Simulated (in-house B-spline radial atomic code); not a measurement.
A run on an ion of nuclear charge 66 with 66.4 electrons that did not converge. Method: scalar-relativistic (X2C) B3LYP, spin-polarised, spherical fractional occupations, Fermi nucleus of rms radius 5.2218 fm; computed with a B-spline radial code for spherical atoms.

Command:
```bash
python run_scf.py task.json out
```
Settings (nuclear radius in fm, mass in u):
```
Z                66
configuration    [Xe] 4f10.4 6s2
hamiltonian      x2c
method           b3lyp
spin_polarised   True
nucleus          fermi
rms_radius       5.2218
atomic_mass      163.92918
speed_of_light   137.035999084
```

First and last ten iterations of the last attempt (damped for 15 steps, keeping 80 % of the old Fock matrix, then DIIS):
```
 iter        energy (Eh)    residual
    1      -12102.860762    7.77e-01
    2      -12106.571668    1.41e+00
    3      -12131.272760    9.05e-01
    4      -12144.687231    5.52e-01
    5      -12151.435999    3.53e-01
    6      -12154.549423    2.27e-01
    7      -12155.870337    1.48e-01
    8      -12156.406167    9.19e-02
    9      -12156.634220    6.02e-02
   10      -12156.745237    4.46e-02
  111      -12140.940419    1.88e-01
  112      -12155.043716    1.77e-01
  113      -12155.758582    1.35e-01
  114      -12156.463377    8.05e-02
  115      -12152.320849    2.00e-01
  116      -12152.397173    1.98e-01
  117      -12152.402192    1.97e-01
  118      -12152.393860    1.98e-01
  119      -12152.405044    1.97e-01
  120      -12152.371898    1.98e-01
 not converged after 120 iterations
```

The smallest residual met was 1.9e-02; the threshold is about 7e-07. No energy from this run should be used. The likely cause: this method binds the added charge weakly or not at all at the basis-set limit, so charge moves back and forth between the atom and the box. Run time, properties included: 5.6 s on 1 thread of Arm Neoverse V1, with other jobs on the host.
